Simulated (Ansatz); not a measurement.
Molecule: GeI, charge 1, multiplicity 1. 
Coordinates optimised at B3LYP-D3(BJ)/def2-TZVP (Ansatz, a first-principles code):
```
Ge
I 1 2.4207
```
Charge +1, spin multiplicity 1.

Basis-set convergence of Hartree-Fock and MP2 correlation energies (hartree) with Ansatz. Correlated levels leave the core frozen unless marked. Spin-orbit coupling is left out. Frozen are the shells of the preceding noble gas and the d and f shells that filled before the atom's block. In def2 rows, elements after Kr have scalar-relativistic effective core potentials.

The T1 diagnostic of CCSD in the largest basis is 0.025, which is high, so the coupled-cluster rows are less sure than usual.

```
basis        functions        E(HF)  E(corr, MP2)
-----------  ---------  -----------  ------------
def2-SVPD           73  -2371.51834      -0.16086
def2-TZVPPD        113  -2371.79384      -0.20355
def2-QZVPPD        186  -2371.83610      -0.22602
```

Extrapolating the two largest sets (X = 3 and 4) as X^-3: E(corr) = (64·(-0.22602) - 27·(-0.20355))/37 = -0.2424 Eh, an estimate of the basis-set limit. The largest set recovers 93.2 % of it, the smallest 66.4 %.
